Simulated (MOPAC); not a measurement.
MOPAC input (AM1):

```
AM1 PRECISE GNORM=0.05 LET XYZ GEO-OK AUX(PRECISION=9) THREADS=1
H5BN2O

N     1.26736700 1   -0.55935600 1    0.30026800 1
B     0.00874500 1    0.01775100 1   -0.00501300 1
N    -1.20558000 1   -0.71747000 1    0.12405000 1
O     0.02507400 1    1.33664400 1   -0.43591900 1
H     2.11659000 1   -0.03244900 1    0.20583300 1
H     1.39675200 1   -1.50047800 1    0.62075600 1
H    -2.11099900 1   -0.33779900 1   -0.08392800 1
H    -1.23844400 1   -1.67181500 1    0.43391000 1
H    -0.84072200 1    1.69841700 1   -0.63437500 1
```

From the output:

```
                                                       MOPAC v23.2.5 Linux

          FINAL HEAT OF FORMATION =       -132.82292 KCAL/MOL =    -555.73108 KJ/MOL

          COSMO AREA              =         94.46 SQUARE ANGSTROMS
          COSMO VOLUME            =         76.28 CUBIC ANGSTROMS

          GRADIENT NORM           =          0.00418          =       0.00139 PER ATOM
          IONIZATION POTENTIAL    =          9.654024 EV
          HOMO LUMO ENERGIES (EV) =         -9.654  2.666
          NO. OF FILLED LEVELS    =         12
          MOLECULAR WEIGHT        =         59.8623         POINT GROUP:  Cs

          MOLECULAR DIMENSIONS (Angstroms)

            Atom       Atom       Distance
            H     7    H     5     4.10867
            H     9    H     6     3.37570
            N     3    N     1     0.00001

          SCF CALCULATIONS        =         28

   ATOM   CHEMICAL          X               Y               Z
  NUMBER   SYMBOL      (ANGSTROMS)     (ANGSTROMS)     (ANGSTROMS)

     1       N          1.26248253  *  -0.54586916  *   0.29539449  *
     2       B          0.00893111  *  -0.02147054  *   0.00786310  *
     3       N         -1.20543533  *  -0.70908981  *   0.12131712  *
     4       O          0.03985631  *   1.32326060  *  -0.43016785  *
     5       H          2.04483859  *   0.03130428  *   0.17831538  *
     6       H          1.37540796  *  -1.46485205  *   0.60710955  *
     7       H         -2.04385576  *  -0.25893033  *  -0.10359573  *
     8       H         -1.23163067  *  -1.63867706  *   0.42367208  *
     9       H         -0.86341929  *   1.58728481  *  -0.60003211  *

                             CARTESIAN COORDINATES

   1    N        1.262482531    -0.545869156     0.295394489
   2    B        0.008931107    -0.021470537     0.007863097
   3    N       -1.205435325    -0.709089811     0.121317122
   4    O        0.039856310     1.323260597    -0.430167849
   5    H        2.044838594     0.031304279     0.178315383
   6    H        1.375407963    -1.464852048     0.607109547
   7    H       -2.043855755    -0.258930332    -0.103595733
   8    H       -1.231630674    -1.638677063     0.423672079
   9    H       -0.863419293     1.587284809    -0.600032108

           Empirical Formula: H5 N2 O B  =     9 atoms

      MOLECULAR POINT GROUP   :   Cs

                  EIGENVALUES
 -36.92027 -33.71514 -32.32435 -20.47106 -18.25522 -17.51271 -15.74853 -14.68345
 -13.47721 -13.38106 -10.82536  -9.65402   2.66631   3.99823   4.31224   5.00629
   5.85060   6.21422   6.67673   8.22217   8.74305

              NET ATOMIC CHARGES AND DIPOLE CONTRIBUTIONS

  ATOM NO.   TYPE          CHARGE      No. of ELECS.   s-Pop       p-Pop
    1          N          -0.438742        5.4387     1.42749     4.01125
    2          B           0.219989        2.7800     1.06356     1.71645
    3          N          -0.472751        5.4728     1.43638     4.03637
    4          O          -0.336000        6.3360     1.85518     4.48082
    5          H           0.217106        0.7829     0.78289
    6          H           0.202890        0.7971     0.79711
    7          H           0.200857        0.7991     0.79914
    8          H           0.204722        0.7953     0.79528
    9          H           0.201929        0.7981     0.79807
 DIPOLE           X         Y         Z       TOTAL
 POINT-CHG.    -0.526    -1.114     0.317     1.272
 HYBRID        -0.641    -0.413     0.076     0.766
 SUM           -1.167    -1.527     0.393     1.962

          ATOMIC ORBITAL ELECTRON POPULATIONS

     Atom    s        px        py        pz
    1  N   1.42749   1.11152   1.15556   1.74417
    2  B   1.06356   0.64766   0.60859   0.46020
    3  N   1.43638   1.10391   1.16823   1.76424
    4  O   1.85518   1.29794   1.35354   1.82934
    5  H   0.78289
    6  H   0.79711
    7  H   0.79914
    8  H   0.79528
    9  H   0.79807

 **********************
 *                    *
 * JOB ENDED NORMALLY *
 *                    *
 **********************

 == MOPAC DONE ==
```

The geometry given is a B3LYP-D3(BJ)/def2-TZVP minimum.
